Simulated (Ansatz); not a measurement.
HF2OS (SMILES [OH+]=S(F)F), charge +1, singlet, at a GFN2-xTB geometry; CCSD(T)/STO-3G in Ansatz (a program for electronic structure).

The Ansatz input:
Ansatz 0.2 input:
```yaml
crystal:
  periodic: [false, false, false]
  atoms:
    - {symbol: O, position_ang: [1.29223798, -0.53634598, 0.12438406]}
    - {symbol: S, position_ang: [-0.12233129, -0.08572590, 0.46242826]}
    - {symbol: F, position_ang: [-0.98017879, -0.70632344, -0.73527068]}
    - {symbol: F, position_ang: [-0.16480630, 1.39870553, -0.12933654]}
    - {symbol: H, position_ang: [1.92426265, -0.56905663, -0.61245951]}
basis:
  gaussian:
    orbitals: STO-3G
total_charge: 1
magnetization: {spin_polarized: false}
correlation: {method: ccsd_t, electrons: outside_noble_gas}
accuracy: high
```

**Question.** What does Ansatz print? Leave out banner, timings and long lists.

**Answer.** 
```
Functional definition: HF
488 factors; integrals over basis functions are off by at most 4.0e-8 eV
mean field evaluation 1: about -18042.6540 eV, gradient 3.6e1 eV
mean field evaluation 2: about -18042.7948 eV, gradient 3.6e1 eV
mean field evaluation 4: about -18048.6683 eV, gradient 2.5e0 eV
mean field evaluation 8: about -18048.7238 eV, gradient 2.6e-4 eV
mean field evaluation 16: about -18048.4642 eV, gradient 2.5e0 eV
mean field -18048.72375290 eV, -663.2783640548 hartree, gradient 2.0e-8 eV, S^2 0.000000; 0 other end points of the search recorded, 0 dependent functions left out
8 core orbitals not correlated
reference -18048.72375290 eV, -663.2783640548 hartree; 13, 13 occupied and 4, 4 virtual orbitals, 488 factors
second order -3.17745193 eV of doubles, -0.00000000 eV of singles
cycle   1  -3.68513723 eV  change   -5.1e-1 eV  update   9.6e-2
cycle   2  -4.01191272 eV  change   -3.3e-1 eV  update   3.6e-2
cycle   3  -4.11034426 eV  change   -9.8e-2 eV  update   2.1e-2
cycle   4  -4.11152076 eV  change   -1.2e-3 eV  update   5.4e-3
cycle   5  -4.11064490 eV  change    8.8e-4 eV  update   1.9e-3
cycle   6  -4.11109446 eV  change   -4.5e-4 eV  update   7.6e-4
cycle   7  -4.11078101 eV  change    3.1e-4 eV  update   2.5e-4
cycle   8  -4.11072987 eV  change    5.1e-5 eV  update   1.1e-4
cycle   9  -4.11082666 eV  change   -9.7e-5 eV  update   3.7e-5
cycle  10  -4.11081295 eV  change    1.4e-5 eV  update   1.6e-5
cycle  11  -4.11081080 eV  change    2.2e-6 eV  update   7.1e-6
cycle  12  -4.11080871 eV  change    2.1e-6 eV  update   2.4e-6
cycle  13  -4.11081031 eV  change   -1.6e-6 eV  update   9.0e-7
cycle  14  -4.11081156 eV  change   -1.3e-6 eV  update   3.3e-7
cycle  15  -4.11081164 eV  change   -7.1e-8 eV  update   1.2e-7
cycle  16  -4.11081154 eV  change    9.1e-8 eV  update   5.7e-8
cycle  17  -4.11081154 eV  change    5.8e-9 eV  update   3.7e-8
cycle  18  -4.11081075 eV  change    7.9e-7 eV  update   1.4e-7
cycle  19  -4.11081059 eV  change    1.6e-7 eV  update   5.8e-8
cycle  20  -4.11081052 eV  change    6.7e-8 eV  update   2.2e-8
cycle  21  -4.11081053 eV  change   -6.3e-9 eV  update   8.9e-9
cycle  22  -4.11081053 eV  change   -2.8e-9 eV  update   3.4e-9
cycle  23  -4.11081053 eV  change  -7.4e-10 eV  update   1.5e-9
perturbative correction -0.18437913 eV, -0.0067758081 hartree
Total energy: -18053.01894257 eV, -663.4362093636 hartree
```
